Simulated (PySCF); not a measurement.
Cartesian coordinates (Å):
```xyz
14

C     -1.9446     0.4126    -0.1463
Si    -0.6741    -0.8565    -0.6680
C      0.8474    -0.8026     0.4273
Si     1.7721     0.8224     0.4117
H     -1.5477     1.4270    -0.2278
H     -2.8357     0.3468    -0.7748
H     -2.2508     0.2530     0.8906
H     -1.2790    -2.2180    -0.6109
H     -0.2602    -0.6064    -2.0776
H      0.5541    -1.0340     1.4571
H      1.5337    -1.5940     0.1068
H      2.1669     1.1785    -0.9781
H      0.9151     1.9166     0.9442
H      3.0028     0.7544     1.2459
```
Charge 0, multiplicity 1.

Question: Estimate the HOMO, total energy, LUMO, HOMO–LUMO gap and dipole moment that PBE0-D3(BJ)/def2-TZVP run with PySCF returns for this input.

Answer: 
HOMO: -8.57 eV
total energy: -660.9331 Ha
LUMO: 0.54 eV
HOMO–LUMO gap: 9.11 eV
dipole moment: 0.76 D
